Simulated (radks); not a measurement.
Problem. Lu51+, 20 electrons, occupied as [Ne] 3p6 3d2 4s2 (not the ground configuration). All-electron calculation, non-relativistic Kohn-Sham, r2SCAN, spin-unpolarised, spherical densities, point nucleus; meta-GGA in the generalised Kohn-Sham scheme; relativity is left out, which matters for an element this heavy. Program: a radial shooting solver on a logarithmic mesh with Libxc functionals. Some entries of the table are withheld. Estimate them.

| orbital | occ. | eigenvalue (eV) | <1/r> (bohr^-1) | <r> (bohr) |
|---|---|---|---|---|
| 1s | 2 | -62029.17 | 70.45 | (1) |
| 2s | 2 | -12909.98 | 16.66 | (2) |
| 2p | 6 | -12527.65 | 16.64 | (3) |
| 3p | 6 | -4883.595 | (4) | 0.2030 |
| 3d | 2 | -4634.104 | 6.713 | 0.1755 |
| 4s | 2 | -2640.107 | 3.637 | 0.4017 |

Solution. 
(1) 1s <r> (bohr): 0.02134
(2) 2s <r> (bohr): 0.08947
(3) 2p <r> (bohr): 0.07573
(4) 3p <1/r> (bohr^-1): 6.821
